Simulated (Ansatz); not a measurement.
Cost and result up the ladder for Sn4H8 (12 atoms). Charge 0, multiplicity 1. Geometry: PBE-D4/def2-SVP.

Cartesian coordinates in Å:
```
Sn 2.4710 -0.6454 0.9085
Sn -0.3909 -1.6860 -0.9141
Sn -1.5494 0.8038 -0.1920
Sn 0.9538 1.8427 0.6415
H 1.0791 -1.1840 1.9259
H -2.4249 1.3532 -1.5928
H 1.3699 3.0114 -0.5850
H -0.6276 -3.1574 -0.0301
H 0.6395 2.7881 2.0717
H 1.4314 -1.3752 -0.6493
H -0.2111 -2.1378 -2.5857
H -2.7410 0.3865 1.0013
```

Ansatz on 4 threads of Arm Neoverse V2 on a shared host. Times are rough, and most runs start from the orbitals of an earlier one. ωB97M-V/def2-TZVP serves as the yardstick here, not as an exact answer. Differences are given only for rows in sets of like size (and for xTB, whose basis is part of the method), since another set adds its own error. Binding counts from free atoms at the same level (Sn triplet, H doublet; other spins of the atoms weren't run), without zero-point energy or a counterpoise term.

In the def2 sets Sn takes a core potential, while STO-3G treats all electrons; there is no spin–orbit coupling. LC-ωPBE has ω = 0.4 bohr⁻¹. Correlated methods freeze 16 core orbitals; core or outer-core shells of Sn are correlated, in sets that lack core-valence functions. The rows differ in basis, and correlated rows in double-zeta sets carry the largest basis error. The structure comes from a short search, and lower isomers may exist.

Correlated methods converge slowly with the basis, most of all in double-zeta sets.

| level | functions | binding energy per atom (eV) | difference from ωB97M-V/def2-TZVP (eV) |
| --- | --- | --- | --- |
| CCSD(T)/def2-SVP | 144 | 2.10 | – |
| MP2/def2-TZVP | 248 | 2.08 | -0.18 |
| PBE-D4/def2-SVP | 144 | 2.25 | – |
| r2SCAN0-D4/def2-TZVP | 248 | 2.26 | -0.01 |
| ωB97M-V/def2-TZVP | 248 | 2.27 | 0.00 |
| PBE0-D4/def2-SVP | 144 | 2.23 | – |
| r2SCAN-D4/def2-TZVP | 248 | 2.28 | 0.01 |
| PBE-D4/def2-TZVP (with forces) | 248 | 2.26 | 0.00 |
| LC-ωPBE/def2-TZVP | 248 | 2.21 | -0.06 |
| PBE0-D4/def2-TZVP | 248 | 2.25 | -0.02 |
| HF/STO-3G | 116 | 3.03 | – |

Question: Estimate how long each takes.

Answer: PBE-D4/def2-SVP 1.4 s; HF/STO-3G 2.1 s; PBE0-D4/def2-SVP 2.6 s; PBE-D4/def2-TZVP (with forces) 3.6 s; LC-ωPBE/def2-TZVP 3.9 s; r2SCAN-D4/def2-TZVP 6 s; MP2/def2-TZVP 6 s; PBE0-D4/def2-TZVP 6.5 s; r2SCAN0-D4/def2-TZVP 8.5 s; ωB97M-V/def2-TZVP 16 s; CCSD(T)/def2-SVP 50 s. On shared hardware such times vary by a factor of up to 3.
